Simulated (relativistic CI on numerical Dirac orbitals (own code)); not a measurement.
# Mo XVIII: computed level list

These numbers are calculated, not measured: Dirac-Coulomb-Breit CI, KLI orbitals optimised for each configuration, model QED (radiative potential, 1s self-energy scaled to tabulated hydrogen-like ionisation energies), unscaled Slater integrals (own radial code, finite nucleus).

CI space (outside the closed core [Ne]): 3s²3p⁶3d⁷, 3s²3p⁵3d⁸, 3s²3p⁴3d⁹, 3s3p⁶3d⁸, 3p⁶3d⁹, 3s²3p⁶3d⁶4s, 3s3p⁵3d⁹, 3s²3p⁶3d⁶4p, 3s²3p⁶3d⁶4d, 3s²3p⁶3d⁵4s², 3s²3p⁶3d⁶4f, 3s²3p⁵3d⁷4s, 3s²3p⁴3d⁸4s, 3s²3p⁶3d⁵4s4p, 3s²3p⁶3d⁶5s, 3s²3p⁵3d⁷4p. Levels of other configurations are missing.

The lowest level is 3s²3p⁶3d⁷ ⁴F9/2, with 92 % of that term; Hund's rules for 3s²3p⁶3d⁷ give ⁴F with J = 9/2, in agreement.

```tsv
No.	Configuration	Term	J	E (cm⁻¹)	%	Next component (%)	Landé g
1	3s²3p⁶3d⁷	⁴F	9/2	0	92	7 ²G	1.314
2	3s²3p⁶3d⁷	⁴F	7/2	21629	98	2 ²G	1.230
3	3s²3p⁶3d⁷	⁴F	5/2	31122	89	10 ²D	1.048
4	3s²3p⁶3d⁷	⁴F	3/2	36084	76	15 ²D	0.548
5	3s²3p⁶3d⁷	⁴P	3/2	53728	45	42 ²P	1.393
6	3s²3p⁶3d⁷	⁴P	5/2	62033	88	8 ²D	1.546
7	3s²3p⁶3d⁷	²G	9/2	64956	75	18 ²H	1.088
8	3s²3p⁶3d⁷	⁴P	1/2	71706	69	31 ²P	2.040
9	3s²3p⁶3d⁷	²G	7/2	83528	95	4 ²F	0.901
10	3s²3p⁶3d⁷	²H	11/2	89543	100		1.089
11	3s²3p⁶3d⁷	⁴P	3/2	89754	46	24 ²D	1.319
12	3s²3p⁶3d⁷	²D	5/2	93566	82	9 ⁴P	1.221
13	3s²3p⁶3d⁷	²P	1/2	103011	68	31 ⁴P	1.292
14	3s²3p⁶3d⁷	²H	9/2	111672	82	18 ²G	0.945
15	3s²3p⁶3d⁷	²D	3/2	127694	60	28 ²P	0.996
16	3s²3p⁶3d⁷	²F	5/2	135393	94	6 ²D	0.875
17	3s²3p⁶3d⁷	²F	7/2	146846	96	4 ²G	1.132
18	3s²3p⁶3d⁷	²D	3/2	203146	99		0.800
19	3s²3p⁶3d⁷	²D	5/2	215534	94	5 ²F	1.186
20	3s²3p⁵3d⁸	⁴G°	11/2	1203944	99		1.270
21	3s²3p⁵3d⁸	²F°	7/2	1243295	69	21 ⁴G°	1.134
22	3s²3p⁵3d⁸	⁴G°	9/2	1247997	87	12 ⁴F°	1.188
23	3s²3p⁵3d⁸	²D°	5/2	1248097	55	30 ²F°	1.066
24	3s²3p⁵3d⁸	⁴D°	7/2	1290490	39	34 ⁴G°	1.219
25	3s²3p⁵3d⁸	⁴G°	5/2	1295702	33	23 ²F°	0.930
26	3s²3p⁵3d⁸	²D°	3/2	1296634	73	20 ⁴D°	0.887
27	3s²3p⁵3d⁸	⁴F°	9/2	1301174	50	42 ²G°	1.216
28	3s²3p⁵3d⁸	²S°	1/2	1303830	71	24 ⁴P°	2.094
29	3s²3p⁵3d⁸	⁴D°	5/2	1320217	43	38 ⁴P°	1.378
30	3s²3p⁵3d⁸	⁴D°	7/2	1320374	59	20 ²F°	1.285
```

Energies count from the lowest computed level; ° marks odd parity.

The mean weight of the leading LS term, summed over parents, in these 30 levels is 74 %, and that of the leading jj configuration (from the same eigenvectors) 70 %.

At this charge energies of transitions that change n are usually good to better than 1 %, and those within a shell (Δn = 0) to a few per cent. Terms inside the open d or f shell come out 10 to 20 % too wide with unscaled integrals.

LS names give the leading component of a level, which can be under half, so a name can repeat, a term be missing and a line seem to break the LS rules.
